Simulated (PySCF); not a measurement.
C7H11BFN.
Cartesian coordinates in Å at the PBE0-D3(BJ)/def2-SVP level; atoms count from 1:
```xyz
21
C7H11BFN angstrom
C     -2.3031    0.6814   -0.9463
B     -1.4637   -0.4109   -0.1609
C     -2.1736   -1.7414    0.3271
C      0.0233   -0.1033    0.0842
C      0.7064    1.0527   -0.3118
C      2.0526    0.9807    0.0902
C      2.1571   -0.2375    0.7310
F      3.2148   -0.7917    1.2921
N      0.9788   -0.8921    0.7411
C      0.7973   -2.1909    1.3399
H     -3.3566    0.4013   -1.0905
H     -2.2817    1.6499   -0.4181
H     -1.8667    0.8743   -1.9412
H     -2.0939   -1.8677    1.4202
H     -1.7003   -2.6367   -0.1110
H     -3.2416   -1.7713    0.0668
H      0.2474    1.8782   -0.8522
H      2.8546    1.6991   -0.0549
H      0.4602   -2.9242    0.5949
H      1.7572   -2.5241    1.7518
H      0.0604   -2.1506    2.1536
```

Computed with PySCF 2.14.0, PBE0-D3(BJ)/def2-SVP geometry optimisation, gas phase.

Take the most abundant isotopes and a rigid rotor. 

(1) What are A, B and C (GHz)?

(2) Classify the top.

(3) What does the inertial defect say?

(4) Which types of transition are allowed, and where do some lines up to J = 2 fall?

(5) Estimate the classical rotational partition function at 25 K, 200 K and 298.15 K.

Results:

(1) Ia = 212.75, Ib = 533.48, Ic = 736.78 u·Å²; 505379 MHz·u·Å²/I gives 2375, 947.3 and 685.9 MHz, that is A = 2.3755, B = 0.9473, C = 0.6859 GHz.

(2) An asymmetric top; Ray's κ = -0.691.

(3) Not planar: Δ = Ic − Ia − Ib = -9.45 u·Å². For a rigid frame Δ = −2 Σ m c², so Σ m c² = 4.73 u·Å² lies off the ab plane, practically all of it from hydrogen. The atom farthest from that plane is 0.89 Å away.

(4) The dipole components are |μa| = 0.25 D, |μb| = 1.30 D, |μc| = 0.00 D; the mirror of this Cs structure is the ab plane, so μc vanishes by symmetry (the 0.01 D computed is a residue) and there are no c-type lines. The squared components, which scale the intensities, stand as 0.04 : 1.00 (a : b). Some lines, for components of 0.1 D or more:

```
type  branch         J(Ka,Kc)   MHz  lower level (cm⁻¹)
   a       Q  2(1,1) ← 2(1,2)   784               0.202
   a       R  1(0,1) ← 0(0,0)  1633               0.000
   b       Q  1(1,0) ← 1(0,1)  1690               0.054
   b       R  2(0,2) ← 1(1,1)  1806               0.102
   b       Q  2(1,1) ← 2(0,2)  1984               0.162
   a       R  2(1,2) ← 1(1,1)  3005               0.102
   b       R  1(1,1) ← 0(0,0)  3061               0.000
   a       R  2(0,2) ← 1(0,1)  3234               0.054
   a       R  2(1,1) ← 1(1,0)  3528               0.111
   b       Q  2(2,0) ← 2(1,1)  4317               0.229
   b       R  2(1,2) ← 1(0,1)  4433               0.054
   b       Q  2(2,1) ← 2(1,2)  5069               0.202
   b       R  2(2,1) ← 1(1,0)  7812               0.111
   b       R  2(2,0) ← 1(1,1)  8106               0.102
```

(5) Point group Cs, symmetry number σ = 1; q = (√π/σ)·√((kT/h)³/(ABC)), k/h = 20836.6 MHz/K: 17000 at 25 K, 384000 at 200 K, 699000 at 298.15 K.

Stationary, but not proved a minimum. No vibrational averaging or centrifugal distortion is included, and the geometry carries the error of its method. A rigid rotor knows nothing of internal rotation, which can split or shift real lines. Quadrupole hyperfine structure (11B, 14N) is left out.
